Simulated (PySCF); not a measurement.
HGe(OH) (singlet). All numbers come from PBE0/[Ge def2-TZVP, H def2-TZVP, O def2-TZVP], no relativity, density fitting, PySCF.

Harmonic bands of its minimum:

| ω (cm⁻¹) | IR (km/mol) |
| --- | --- |
| 605 | 133 |
| 687 | 171 |
| 721 | 18.5 |
| 910 | 34.6 |
| 1829 | 467 |
| 3888 | 71.6 |

Question: The central atom is Ge. Infer the point group and assign the bands.

Answer: Cs. The modes span a'' + 5a': 605 a'', 687 a', 721 a', 910 a', 1829 a', 3888 a'. The computed geometry has Ge–H 1.618 Å, Ge–O 1.787 Å, O–H 0.960 Å; Ge–O–H 114.6°, H–Ge–O 95.8°.

This need not be the most stable arrangement of these atoms.
